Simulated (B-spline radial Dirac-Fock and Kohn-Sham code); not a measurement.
**Xe⁶⁺: photoemission with 2530 eV photons**

System: Xe⁶⁺ in the configuration 1s2 2s2 2p6 3s2 3p6 3d10 4s2 4p6 4d10 5s2.

Model: a relativistic central-field model (Hartree-Slater potential of the initial state, Latter tail, multipole expansion of the photon field, Dirac-Fock thresholds). Program: a radial B-spline solver. The asymmetry parameter β is from the dipole term alone. Kinetic energies are from the vacuum level.

The last column is dσ/dΩ = σ/(4π) · [1 + β P₂(cos θ)] at θ = 0° from the polarisation vector of linearly polarised light.

```
subshell  electrons  binding (eV)  kinetic (eV)  σ (kb)     β  dσ/dΩ (kb/sr)
      3s          2        1232.0        1298.0    22.8  1.99           5.41
   3p1/2          2        1086.0        1444.0    30.1  1.60           6.24
   3p3/2          4        1023.8        1506.2    58.9  1.64           12.4
   3d3/2          4         769.9        1760.1    43.9  1.24           7.84
   3d5/2          6         757.2        1772.8       ?     ?              ?
      4s          2         301.4        2228.6    5.58  1.99           1.33
   4p1/2          2         247.4        2282.6    6.16  1.66           1.31
   4p3/2          4         235.0        2295.0    11.8  1.71           2.54
   4d3/2          4         146.4        2383.6    6.46  1.28           1.17
   4d5/2          6         144.4        2385.6    9.17  1.23           1.63
      5s          2         89.61        2440.4    1.16  1.99          0.275
```

Question: What are σ and β for 3d5/2?

Answer: σ = 62.5 kb, the largest of all subshells and 24 % of the total, and β = 1.21, which gives dσ/dΩ = 11.0 kb/sr.

Values without a named source are computed, but for edge energies of neutral atoms, which are taken from tables.
